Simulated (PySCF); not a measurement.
Species: CH4B3Cl2F.
Bonds: F1–B2, B2–B3, B3–C4, C4–B5, B5–Cl6, B5–Cl7. Hydrogens: H8 on B2; H9 on B3; H10, H11 on C4.

The calculation used PySCF 2.14.0, PBE0-D3(BJ)/def2-SVP geometry optimisation, gas phase.

Q: Give the optimised bond lengths and angles.

A: 
```json
{"bond": "F1–B2", "length (bohr)": "2.510"}
{"bond": "B2–B3", "length (bohr)": "3.200"}
{"bond": "B3–C4", "length (bohr)": "2.966"}
{"bond": "C4–B5", "length (bohr)": "2.955"}
{"bond": "B5–Cl6, B5–Cl7", "length (bohr)": "3.312"}
{"bond": "B2–H8", "length (bohr)": "2.304"}
{"bond": "B3–H9", "length (bohr)": "2.294"}
{"bond": "C4–H10, C4–H11", "length (bohr)": "2.079"}
```

Bonds in one row agree within 0.02 bohr and their mean is given. A selection of angles:
```json
{"angle": "F1–B2–B3", "degrees": "121.6"}
{"angle": "F1–B2–H8", "degrees": "115.6"}
{"angle": "B3–B2–H8", "degrees": "122.8"}
{"angle": "B2–B3–C4", "degrees": "123.6"}
{"angle": "B2–B3–H9", "degrees": "118.9"}
{"angle": "C4–B3–H9", "degrees": "117.4"}
{"angle": "B3–C4–B5", "degrees": "103.5"}
{"angle": "B3–C4–H10", "degrees": "110.9"}
{"angle": "B3–C4–H11", "degrees": "112.9"}
{"angle": "B5–C4–H10", "degrees": "108.2"}
{"angle": "H10–C4–H11", "degrees": "112.3"}
{"angle": "C4–B5–Cl6", "degrees": "120.9"}
{"angle": "Cl6–B5–Cl7", "degrees": "118.0"}
```

Dihedral angles: F1–B2–B3–C4 86° (synclinal); B2–B3–C4–B5 -91° (anticlinal); B3–C4–B5–Cl6 -82° (synclinal). The mirror-image conformer, all signs reversed, is as good.

B5 (three-coordinate boron) is planar (angles 121.0°, 120.9° and 118.0°, sum 360.0°, 0.02 Å off the plane of its three neighbours). B2 (three-coordinate boron) is planar (angles 122.8°, 121.6° and 115.6°, sum 360.0°, 0.00 Å off the plane of its three neighbours). B3 (three-coordinate boron) is planar (angles 123.6°, 118.9° and 117.4°, sum 360.0°, 0.01 Å off the plane of its three neighbours).

Point group: C1 (no symmetry element, even within 0.4 Å). No PBE0-D3(BJ)/def2-SVP frequencies stand behind this structure, so it isn't proved a minimum. The numbers are those of one conformer.

Time: 33 s; peak memory 0.53 GiB. Hardware: an Arm Neoverse V2 with one thread, shared host. This is the geometry optimisation.
